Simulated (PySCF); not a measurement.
The complex [Mn(OH)6]- (charge -1) contains Mn(V), shell d2. The structure is a model geometry with rigid ligands and bond lengths from ionic radii, not a minimum; coordination octahedral, point group S6, metal–donor distances 1.78 Å.

The d shell alone is too small an active space for [Mn(OH)6]- (an active orbital has only 0.58 squared overlap with the free ion's shell): its levels, fitted parameters, g values and moments show what this model gives and aren't sound predictions.

Method (PySCF 2.14, density fitting): CASSCF(2,5) with orbitals averaged over all microstates of the shell, strongly contracted NEVPT2 on the averaged canonical orbitals; basis x2c-TZVPall on the metal, x2c-SVPall elsewhere; spin-free X2C; IEF-PCM water; spin-orbit coupling by state interaction with the mean-field operator over all roots.

CASSCF energies above the lowest CASSCF root:

```
          state  CASSCF / cm⁻¹
3Eg (from 3T1g)              0
3Ag (from 3T1g)            192
1Eg (from 1T2g)          13513
1Ag (from 1T2g)          14128
            1Eg          14682
3Ag (from 3T2g)          28368
3Eg (from 3T2g)          28715
1Ag (from 1A1g)          32398
3Ag (from 3T1g)          39241
3Eg (from 3T1g)          40566
1Ag (from 1T2g)          41319
1Eg (from 1T2g)          41405
1Ag (from 1T1g)          45467
1Eg (from 1T1g)          45978
3Ag (from 3A2g)          60717
            1Eg          74270
1Ag (from 1A1g)          89982
```

Question: How does dynamic correlation (SC-NEVPT2) move these states?

Answer: 
```json
{"state": "3Eg (from 3T1g)", "NEVPT2 / cm⁻¹": "0", "shift / cm⁻¹": "0"}
{"state": "3Ag (from 3T1g)", "NEVPT2 / cm⁻¹": "245", "shift / cm⁻¹": "+54"}
{"state": "1Eg (from 1T2g)", "NEVPT2 / cm⁻¹": "12076", "shift / cm⁻¹": "-1437"}
{"state": "1Ag (from 1T2g)", "NEVPT2 / cm⁻¹": "12456", "shift / cm⁻¹": "-1673"}
{"state": "1Eg", "NEVPT2 / cm⁻¹": "12298", "shift / cm⁻¹": "-2384"}
{"state": "3Ag (from 3T2g)", "NEVPT2 / cm⁻¹": "35772", "shift / cm⁻¹": "+7404"}
{"state": "3Eg (from 3T2g)", "NEVPT2 / cm⁻¹": "36131", "shift / cm⁻¹": "+7417"}
{"state": "1Ag (from 1A1g)", "NEVPT2 / cm⁻¹": "27444", "shift / cm⁻¹": "-4953"}
{"state": "3Ag (from 3T1g)", "NEVPT2 / cm⁻¹": "41974", "shift / cm⁻¹": "+2733"}
{"state": "3Eg (from 3T1g)", "NEVPT2 / cm⁻¹": "43028", "shift / cm⁻¹": "+2462"}
{"state": "1Ag (from 1T2g)", "NEVPT2 / cm⁻¹": "46047", "shift / cm⁻¹": "+4728"}
{"state": "1Eg (from 1T2g)", "NEVPT2 / cm⁻¹": "46006", "shift / cm⁻¹": "+4601"}
{"state": "1Ag (from 1T1g)", "NEVPT2 / cm⁻¹": "48680", "shift / cm⁻¹": "+3212"}
{"state": "1Eg (from 1T1g)", "NEVPT2 / cm⁻¹": "49216", "shift / cm⁻¹": "+3238"}
{"state": "3Ag (from 3A2g)", "NEVPT2 / cm⁻¹": "70213", "shift / cm⁻¹": "+9496"}
{"state": "1Eg", "NEVPT2 / cm⁻¹": "78248", "shift / cm⁻¹": "+3979"}
{"state": "1Ag (from 1A1g)", "NEVPT2 / cm⁻¹": "85990", "shift / cm⁻¹": "-3992"}
```

The geometry is a model, and the complex may not exist in this form. Charge-transfer states lie outside this active space and may come lower than some of these levels. The ground state is orbitally degenerate in this regular structure, which would distort (Jahn–Teller). 3Ag (from 3T1g) (245 cm⁻¹) lies within 300 cm⁻¹ of 3Eg (from 3T1g) at NEVPT2 level, inside the method's error: they are parts of one split term, whose order is undecided. NEVPT2 lifts 3Ag (from 3T2g) from 28368 to 35772 cm⁻¹; on the d shell alone it tends to overshoot states that fill the eg-type orbitals. NEVPT2 on the d shell alone tends to put d–d bands too high for such charged or covalently bound ions.
